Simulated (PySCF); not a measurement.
GeH5Si, SMILES [SiH2][GeH3], multiplicity 2.

The structure is a stationary point at B3LYP-D3(BJ)/def2-TZVP. The isomer is the one that the SMILES or the coordinates give; other isomers of the formula were not compared.

Calculation: TDA-PBE0/def2-SVPD (PySCF).

Vertical excitations. Isolated molecule, no solvent.

Computed UV-visible absorptions:
| state | energy (eV) | λ (nm) | f | main pairs |
|---|---|---|---|---|
| root 1 | 3.96 | 313 | 0.011 | β HOMO→LUMO 97 % |
| root 2 | 4.92 | 252 | 0.037 | α HOMO→LUMO 91 % |
| root 3 | 5.00 | 248 | 0.007 | α HOMO→LUMO+2 78 %, β HOMO−1→LUMO 12 %, β HOMO−3→LUMO 7 % |
| root 4 | 5.13 | 241 | 0.000 | α HOMO→LUMO+2 18 %, β HOMO−1→LUMO 66 %, β HOMO−3→LUMO 15 % |
| root 5 | 5.26 | 236 | 0.016 | α HOMO→LUMO+1 92 % |
| root 6 | 5.70 | 217 | 0.001 | α HOMO→LUMO+3 16 %, β HOMO−2→LUMO 80 % |
| root 7 | 5.90 | 210 | 0.145 | α HOMO→LUMO+3 68 %, β HOMO−2→LUMO 13 % |
| root 8 | 5.94 | 209 | 0.001 | β HOMO−3→LUMO 75 %, β HOMO−1→LUMO 22 % |
| root 9 | 6.12 | 203 | 0.029 | α HOMO→LUMO+4 91 % |
| root 10 | 6.13 | 202 | 0.013 | α HOMO→LUMO+5 85 % |
Unrestricted roots are not spin-pure.
